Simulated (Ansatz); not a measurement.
Total energies of AgI2 (the lowest doublet isomer of a short search) from Ansatz at r2SCAN-D4/def2-TZVP, gas phase (1 Eh = 27.2114 eV = 2625.5 kJ/mol). The reference geometry is relaxed at PBE0-D4/def2-TZVP.

```
atom   x (Å)   y (Å)   z (Å)
 Ag1   0.001   0.000   0.000
  I2  -1.342  -1.547   1.559
  I3   1.341   1.548  -1.559
```

```csv
state,geometry,energy (Eh)
charge 0 doublet,reference,-742.76505
charge 1 triplet,reference,-742.43004
charge 0 quartet,relaxed at PBE0-D4/def2-TZVP,-742.61481
free Ag atom (doublet),–,-147.01662
free I atom (doublet),–,-297.79508
```

In the def2 sets Ag, I take a core potential; there is no spin–orbit coupling.

**Question.** Work out the vertical ionisation energy to the triplet.

**Answer.** E(charge 1 triplet) − E(charge 0 doublet) = -742.43004 − (-742.76505) = 0.33501 Eh = 9.12 eV. For comparison, −ε of the highest occupied level of the spin that leaves is 6.69 eV at this level, 2.43 eV less.

**Question.** Which of the charge 0 states is lowest, and how far above it are the others?

**Answer.** The doublet. quartet: -742.61481 − (-742.76505) = 0.15024 Eh = 394.5 kJ/mol.

**Question.** What is the binding energy per atom against free atoms?

**Answer.** Atoms: 1 × (-147.01662) + 2 × (-297.79508) = -742.60678 Eh. Binding: -742.60678 − (-742.76505) = 0.15827 Eh = 4.31 eV, or 1.44 eV for each of 3 atoms (no zero-point energy, no counterpoise term).

The structure comes from a short search, and lower isomers may exist.
